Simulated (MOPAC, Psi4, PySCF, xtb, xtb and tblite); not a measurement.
Two geometries of Ga(Et)3, C₆H₁₅Ga, SMILES C[CH2][Ga]([CH2]C)[CH2]C, relaxed at GFN2-xTB with one dihedral held; other torsions can differ between them too.

Structure A

```
22

Ga    -0.2836    -0.1856    -0.2282
C     -2.3253    -0.1934    -0.6207
C     -2.8744     1.2191    -0.8398
H     -2.5309    -0.8096    -1.5056
H     -2.8584    -0.6733     0.2104
H     -2.7166     1.8345     0.0473
H     -2.3676     1.7023    -1.6766
H     -3.9441     1.2021    -1.0554
C      0.5995    -2.0068     0.2560
C      1.9840    -2.2442    -0.3566
H      0.6699    -2.1077     1.3471
H     -0.0891    -2.7958    -0.0786
H      1.9434    -2.1769    -1.4448
H      2.6975    -1.5033     0.0022
H      2.3640    -3.2327    -0.0919
C      0.7109     1.6378    -0.3041
C      2.2108     1.5478    -0.0132
H      0.5536     2.0968    -1.2887
H      0.2381     2.3128     0.4220
H      2.3877     1.0779     0.9557
H      2.7154     0.9546    -0.7762
H      2.6699     2.5382     0.0029
```

Structure B

```
22

Ga     0.4293    -0.2322    -0.1501
C      2.4758    -0.1465    -0.4971
C      2.9279     1.2830    -0.8089
H      2.7431    -0.8078    -1.3311
H      3.0225    -0.5241     0.3762
H      2.7017     1.9482     0.0262
H      2.4105     1.6660    -1.6903
H      4.0016     1.3294    -0.9985
C     -0.4713    -2.0479     0.3065
C      0.5538    -3.1853     0.3344
H     -1.2536    -2.2749    -0.4289
H     -0.9778    -1.9836     1.2778
H      1.3247    -2.9896     1.0818
H      1.0459    -3.2828    -0.6349
H      0.0833    -4.1404     0.5740
C     -0.7168     1.4969    -0.2637
C     -2.1824     1.2169     0.0808
H     -0.6512     1.9253    -1.2720
H     -0.3167     2.2596     0.4162
H     -2.2703     0.8249     1.0956
H     -2.6026     0.4754    -0.6009
H     -2.7882     2.1223     0.0130
```

Problem. Which is lower in energy at the level PBE0-D3(BJ)/def2-SVP // GFN2-xTB run with Psi4, and by how much?

Solution. B is lower, by 0.47 kcal/mol (dihedral C2–Ga1–C9–C10: 140° in A, 0° in B).

E(B) − E(A) in kcal/mol at the other levels, on the same two geometries: GFN2-xTB (xtb and tblite) -0.83; PBE0/def2-SVP // GFN2-xTB (Psi4) -0.49; PBE/def2-SVP // GFN2-xTB (Psi4) -0.37; PBE-D3(BJ)/def2-SVP // GFN2-xTB (Psi4) -0.35; PM7, restricted, heats of formation // GFN2-xTB (MOPAC) -0.24; AM1, restricted, heats of formation // GFN2-xTB (MOPAC) -0.54; GFN1-xTB // GFN2-xTB (xtb) 0.10; restricted B3LYP/6-31G*, spherical d, density fitting // GFN2-xTB (PySCF) -0.32; restricted Hartree-Fock/3-21G, density fitting // GFN2-xTB (PySCF) -0.67; restricted MP2 (frozen core)/3-21G // GFN2-xTB (PySCF) -0.61.
